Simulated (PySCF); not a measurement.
SMILES C(#C)[SiH2]c1ccccc1, singlet, GFN2-xTB optimised geometry.

```
17

C      0.29    -3.25     0.02
C     -0.48    -2.33     0.01
Si    -1.68    -0.91     0.00
C     -0.68     0.69     0.00
C     -1.33     1.92     0.00
C     -0.62     3.11     0.00
C      0.76     3.09     0.00
C      1.43     1.88     0.00
C      0.72     0.69     0.00
H      0.97    -4.05     0.02
H     -2.51    -0.99     1.21
H     -2.50    -1.00    -1.22
H     -2.41     1.95     0.00
H     -1.15     4.05     0.00
H      1.32     4.02     0.00
H      2.51     1.86     0.00
H      1.24    -0.25     0.00
```

Density from PySCF with CAM-B3LYP/def2-SVP at that geometry.

Minimum of the electron density along straight lines between bonded atoms, close to the bond critical point (lines longer than 1.1 times the sum of covalent radii, or with two minima, are not listed):

| bond | length / Å | ρ at the minimum / e bohr⁻³ | ∇²ρ there / e bohr⁻⁵ | position (fraction from the first atom) |
|---|---|---|---|---|
| C1–C2 | 1.202 | 0.406 | -1.15 | 0.53 |
| C2–Si3 | 1.850 | 0.110 | 0.40 | 0.61 |
| Si3–C4 | 1.890 | 0.115 | 0.32 | 0.38 |
| C4–C5 | 1.392 | 0.309 | -0.78 | 0.50 |
| C5–C6 | 1.383 | 0.316 | -0.82 | 0.50 |
| C6–C7 | 1.385 | 0.315 | -0.82 | 0.50 |
| C7–C8 | 1.384 | 0.315 | -0.82 | 0.50 |
| C4–C9 | 1.391 | 0.309 | -0.78 | 0.50 |
| C8–C9 | 1.384 | 0.315 | -0.83 | 0.50 |
| C1–H10 | 1.053 | 0.294 | ___ | 0.66 |
| Si3–H11 | 1.470 | 0.117 | 0.33 | 0.49 |
| Si3–H12 | 1.470 | 0.117 | 0.33 | 0.49 |
| C5–H13 | 1.082 | 0.283 | -1.08 | 0.63 |
| C6–H14 | 1.081 | 0.283 | -1.09 | 0.63 |
| C7–H15 | 1.081 | 0.284 | -1.09 | 0.63 |
| C8–H16 | 1.081 | 0.283 | -1.09 | 0.63 |
| C9–H17 | 1.081 | 0.285 | -1.11 | 0.64 |

### Question
Fill in the missing entries.

### Answer

- C1–H10, ∇²ρ there / e bohr⁻⁵: -1.25
